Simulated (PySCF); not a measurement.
**Working out the excitation energy of He**

He 1s2 (1S) → He 1s1 2s1 (3S). Computed with PySCF 2.14 in dyall-av3z, with scalar relativity by spin-free X2C-1e. Frozen: nothing; the 4 highest virtual orbitals dropped. Energies in hartree (1 hartree = 27.21139 eV):

```tsv
part	He (lower)	He (upper)
UHF	-2.861763	-2.171107
CCSD correlation	-0.039943	-0.000944
(T)	0.000000	0.000000
```

Task: What does Hartree-Fock give?

Result: (-2.171107) − (-2.861763) = 0.690656 hartree = 18.794 eV.

Task: What do CCSD and CCSD(T) give?

Result: The CCSD correlation energies differ by 0.038999 hartree = 1.061 eV and the triples by 0.000000 hartree = 0.000 eV, so CCSD gives 19.855 eV and CCSD(T) 19.855 eV.

Measured between the centres of the two terms (NIST): 19.820 eV, so CCSD(T) (valence) is off by 0.035 eV.

What remains against the reference includes basis incompleteness and higher excitations.
